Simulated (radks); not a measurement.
The table gives one normalised radial function P(r) = r R(r) of As5+ in [Ar] 3d10 (r in bohr). Method: scalar-relativistic Kohn-Sham, PBE, spin-polarised, spherical densities, finite nucleus; Fermi nuclear charge, rms radius 4.0968 fm; computed with a radial shooting solver on a logarithmic mesh with Libxc functionals.

r	P
0.001967	0.0937
0.002541	0.1177
0.003309	0.1481
0.004274	0.1837
0.005521	0.2253
0.007132	0.2728
0.009287	0.3258
0.012	0.3775
0.0155	0.4225
0.02002	0.4501
0.02586	0.4449
0.03367	0.3852
0.04349	0.2553
0.05618	0.0443
0.07258	-0.2350
0.0945	-0.5398
0.1221	-0.7500
0.1577	-0.7476
0.2037	-0.4366
0.2631	0.1609
0.3426	0.8739
0.4426	1.3572
0.5717	1.4229
0.7385	1.1080
0.9616	0.6337
1.242	0.2673
1.605	0.0774
2.073	0.0140
2.677	0.0014
3.486	0.0001
4.504	0.0000

Which n and l does it have? It may be an empty orbital.

Answer. n = 3, l = 0: the number of nodes gives n - l - 1 = 2, the rise at small r (about r^(l+1)) gives l, and the extent must fit the shell. The curve is that of 3s. 3s: eigenvalue -257.42 eV, 2 radial nodes at r = 0.0587, 0.248 bohr, <r> = 0.597 bohr, 90 % of the charge inside 0.891 bohr.
